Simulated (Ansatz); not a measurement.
`C[O][W](=[O])(=[O])[F]` + NH₃ → `[NH2][W](=[O])(=[O])[F]` + CH₃OH at 400 K and 1 bar (ligand exchange at a W–O bond).

Gas-phase electronic energies from Ansatz, PBE0-D4/def2-TZVP geometries. CBS: MP2 limit from def2 TZ/QZ plus the TZ coupled-cluster correction, frozen cores. This one scheme is used for every species. Elements past krypton have def2 core potentials. For W outer-core shells are correlated without core-valence functions, which leaves a few kJ/mol of doubt a bond. Each species was taken in one conformer, which may not be the lowest.

```tsv
species	CCSD(T)/CBS energy (Eh)	H − E (kJ/mol)	S (J/(mol·K))
`C[O][W](=[O])(=[O])[F]`	-432.30984	168.1	421.5
NH₃	-56.50880	104.2	203.1
`[NH2][W](=[O])(=[O])[F]`	-373.18891	119.7	367.1
CH₃OH	-115.61712	151.2	252.6
```

H − E and S are ideal-gas, rigid-rotor, harmonic terms from PBE0-D4/def2-TZVP, for one conformer and one mirror image of each species. 1 Eh = 2625.50 kJ/mol, R = 8.31446 J/(mol·K).

By hand: ΔE, ΔH, ΔS and ΔG.

ΔE = (-373.18891) + (-115.61712) − (-432.30984) − (-56.50880) = 0.01261 Eh = 33.1 kJ/mol. Δ(H − E) = 119.7 + 151.2 − 168.1 − 104.2 = -1.4, so ΔH = 31.7 kJ/mol. ΔS = 367.1 + 252.6 − 421.5 − 203.1 = -4.9 J/(mol·K). ΔG = 31.7 − 400 × (-4.9)/1000 = 33.7 kJ/mol.

By hand: the equilibrium constant, and the temperature at which ΔG would vanish if ΔH and ΔS stayed fixed.

log₁₀ K = −ΔG/(RT ln 10) = -4.4. ΔH and −TΔS have one sign here, so there is no such temperature.

The number of gas molecules stays the same, so ΔS is small and ΔH decides. A doubt of 5 kJ/mol in ΔE shifts log₁₀ K by 0.7 here. Other conformers and mirror images would add mixing entropy, several J/(mol·K) or more a flexible species. Modes under 60 cm⁻¹, often nearly free rotors, make the harmonic entropy too high. These are equilibria of isolated gas molecules and say nothing of rates. Largest T1 diagnostic: 0.022 (customary marks: 0.02 for closed shells, 0.045 for open ones).

ΔS is within the doubt of such terms, so its sign, and with it that verdict, could turn.
